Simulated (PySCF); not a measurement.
# Dipole response of Zr (zirconium, neutral)

[Kr] 4d2 5s2, high-spin 3F determinant. Computed with PySCF 2.14 in def2-QZVPPD with the def2 core potential (28 electrons), with a scalar-relativistic core potential. Coupled (time-dependent) response in atomic units; α is the mean over directions.

| method | mean α (bohr³) | C₆ (like pair) | S(−4) |
| --- | --- | --- | --- |
| UHF | 182.1 | 2422 | 121800 |
| PBE | 118.7 | 1626 | 6479 |
| PBE0 | 124.8 | 1737 | 7325 |
| HSE06 | 120.9 | 1667 | 6719 |

S(−4) is the Cauchy moment in α(ω) = α(0) + S(−4) ω² + …

Reference α: 112 ± 13 bohr³ (recommended; Schwerdtfeger and Nagle, table of static dipole polarizabilities (2023 update)). Published C₆: 1360 (Gould and Bucko (2016)).

Spin-orbit coupling is absent.

Hartree-Fock lies above the reference because it lacks correlation, which contracts the outer shell.

α(iu) at HSE06:

```
u (hartree)  α(iu) (bohr³)
          0          120.9
     0.0500          106.6
      0.100          80.56
      0.200          44.01
      0.300          27.34
      0.500          14.30
      0.750          8.431
       1.00          5.745
       1.50          3.254
       2.00          2.104
       3.00          1.076
       5.00         0.4280
```

Energies and moments cover only the electrons outside the core potential.
